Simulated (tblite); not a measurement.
Input of a run (GFN2-xTB geometry optimisation, gas phase (tblite 0.8.0)), started from a force field or distance geometry:
```
{"job": {"kind": "relax", "xc": "GFN2-xTB", "basis": "xTB"}, "charge": 0, "multiplicity": 1}
O     -3.220800    -1.677900     0.315500
C     -3.200000    -0.421200     0.115600
O     -4.338100     0.291500     0.426200
C     -2.018300     0.258900    -0.390000
C     -0.909100    -0.405100    -0.666200
C      0.315300     0.254700    -1.198100
Cl     0.817600    -0.533200    -2.696800
Si     1.598100     0.273400     0.134600
Si     3.686800     0.097600    -0.605200
H     -5.179100    -0.149000     0.778700
H     -2.066100     1.323900    -0.521300
H     -0.902600    -1.465300    -0.523400
H      0.052000     1.304400    -1.426200
H      1.345600    -0.861400     1.020200
H      1.491000     1.569100     0.832500
H      4.534100    -0.056000     0.594700
H      4.140400     1.314100    -1.294200
H      3.844400    -1.112100    -1.437900
```

Output (eV, eV/Å):
```
step      E/eV     max force
  0    -795.66720    4.961
  1    -795.90159    4.631
  2    -796.07934    0.957
  3    -796.14370    0.653
  4    -796.22980    0.710
  5    -796.25452    0.669
  6    -796.28954    0.690
  7    -796.31698    0.342
  8    -796.32925    0.252
  9    -796.34182    0.288
 10    -796.35091    0.249
 11    -796.35814    0.187
 12    -796.36349    0.150
 13    -796.36790    0.159
 14    -796.37191    0.206
 15    -796.37502    0.171
 16    -796.37652    0.082
 17    -796.37707    0.052
 18    -796.37746    0.055
 19    -796.37803    0.074
 20    -796.37874    0.072
 21    -796.37941    0.066
 22    -796.37994    0.067
 23    -796.38050    0.071
 24    -796.38128    0.091
 25    -796.38224    0.086
 26    -796.38309    0.078
 27    -796.38363    0.055
 28    -796.38402    0.042
 29    -796.38443    0.047
 30    -796.38490    0.066
 31    -796.38539    0.072
 32    -796.38592    0.061
 33    -796.38650    0.068
 34    -796.38701    0.061
 35    -796.38738    0.054
 36    -796.38765    0.046
 37    -796.38791    0.044
 38    -796.38821    0.042
 39    -796.38850    0.050
 40    -796.38881    0.055
 41    -796.38919    0.050
 42    -796.38961    0.049
 43    -796.38994    0.042
 44    -796.39012    0.027
 45    -796.39026    0.030
 46    -796.39046    0.048
 47    -796.39082    0.062
 48    -796.39134    0.055
 49    -796.39187    0.051
 50    -796.39226    0.042
 51    -796.39258    0.045
 52    -796.39298    0.056
 53    -796.39355    0.058
 54    -796.39427    0.066
 55    -796.39507    0.071
 56    -796.39601    0.088
 57    -796.39723    0.107
 58    -796.39861    0.091
 59    -796.39987    0.081
 60    -796.40099    0.095
 61    -796.40225    0.088
 62    -796.40374    0.106
 63    -796.40338    0.152
 64    -796.40593    0.069
 65    -796.40658    0.070
 66    -796.40753    0.058
 67    -796.40801    0.059
 68    -796.40985    0.070
 69    -796.41060    0.053
 70    -796.41113    0.045
 71    -796.41149    0.052
 72    -796.41191    0.058
 73    -796.41239    0.049
 74    -796.41302    0.065
 75    -796.41358    0.050
 76    -796.41396    0.049
 77    -796.41419    0.037
 78    -796.41441    0.034
 79    -796.41473    0.046
 80    -796.41518    0.063
 81    -796.41562    0.054
 82    -796.41601    0.051
 83    -796.41628    0.046
 84    -796.41663    0.040
 85    -796.41695    0.052
 86    -796.41730    0.057
 87    -796.41760    0.051
 88    -796.41791    0.042
 89    -796.41817    0.043
 90    -796.41834    0.041
 91    -796.41846    0.027
 92    -796.41857    0.024
 93    -796.41874    0.026
 94    -796.41887    0.032
 95    -796.41909    0.034
 96    -796.41923    0.027
 97    -796.41930    0.016
 98    -796.41935    0.016
 99    -796.41940    0.022
100    -796.41948    0.026
101    -796.41958    0.024
102    -796.41966    0.018
103    -796.41971    0.016
104    -796.41974    0.021
105    -796.41979    0.024
106    -796.41987    0.031
107    -796.41997    0.022
108    -796.42005    0.019
109    -796.42012    0.018
110    -796.42017    0.021
111    -796.42022    0.019
112    -796.42029    0.018
113    -796.42041    0.029
114    -796.42059    0.040
115    -796.42083    0.043
116    -796.42104    0.040
117    -796.42117    0.022
118    -796.42123    0.016
119    -796.42127    0.018
120    -796.42133    0.025
121    -796.42144    0.028
122    -796.42160    0.025
123    -796.42170    0.019
124    -796.42175    0.014
125    -796.42178    0.016
126    -796.42182    0.016
127    -796.42189    0.025
128    -796.42196    0.029
129    -796.42202    0.021
130    -796.42206    0.014
131    -796.42208    0.010
```

Summarise the run.

The energy falls by 17.4 kcal/mol over 131 L-BFGS steps, the largest force on an atom goes from 4.96 to 0.010 eV/Å, and the atoms move by 0.547 Å rms after alignment. Among the bonds, C6–Si8 and Si8–Si9 change most and about equally (+0.094 to +0.095 Å). Bonds longer at the end by more than 0.005 Å: 6 of 17; shorter: 7. Among the angles that change most is C2–O3–H10, from 122.6° to 109.8°. Among the dihedrals that turn most is H14–Si8–Si9–H17, from -169° to 143°. The energy rose by more than 1e-5 eV at step 63. The first step brought 31 % of the lowering.

What are the final bond lengths?

O1=C2 1.207 Å, C2–O3 1.347 Å, C2–C4 1.463 Å, C4=C5 1.337 Å, C5–C6 1.460 Å, C6–Cl7 1.795 Å, C6–Si8 1.944 Å, Si8–Si9 2.318 Å, O3–H10 0.970 Å, C4–H11 1.079 Å, C5–H12 1.082 Å, C6–H13 1.089 Å, Si8–H14 1.465 Å, Si8–H15 1.471 Å, Si9–H16 1.466 Å, Si9–H17 1.465 Å, Si9–H18 1.464 Å. Numbering counts from 1 in the input's order; the species is `O=C(O)/C=C/[C@H](Cl)[SiH2][SiH3]`.

The run took 2.2 s wall on one thread of an Arm Neoverse N1, no GPU (shared host).

Its GFN2-xTB frequencies are all real (lowest 28 cm⁻¹). The numbers are those of one conformer.

The numbers are calculated, not measured.
